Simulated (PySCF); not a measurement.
C3H10Si, SMILES C[SiH](C)C (B3LYP/def2-SVP optimised geometry):

```
14

Si     0.102    -1.167     0.000
C     -0.499    -2.064    -1.553
C     -0.499    -2.064     1.553
C     -0.499     0.626     0.000
H      1.601    -1.167     0.000
H     -1.601    -2.089    -1.597
H     -0.137    -1.565    -2.467
H     -0.139    -3.106    -1.577
H     -0.139    -1.563     2.467
H     -1.601    -2.091     1.596
H     -0.137    -3.105     1.578
H     -1.601     0.676     0.000
H     -0.138     1.167    -0.890
H     -0.138     1.167     0.890
```

Method: B3LYP/def2-TZVP in PySCF.

Q: What are the frontier orbital energies and the dipole moment?

A: HOMO-2 -8.47 eV, HOMO-1 -8.31 eV, HOMO -8.31 eV, LUMO 0.73 eV, LUMO+1 1.24 eV; dipole moment 0.54 D.

Meta-Löwdin charges at B3LYP/def2-TZVP: Si1 0.83, C2 -0.59, C3 -0.59, C4 -0.59, H5 -0.14, H6 0.12, H7 0.12, H8 0.12, H9 0.12, H10 0.12, H11 0.12, H12 0.12, H13 0.12, H14 0.12.
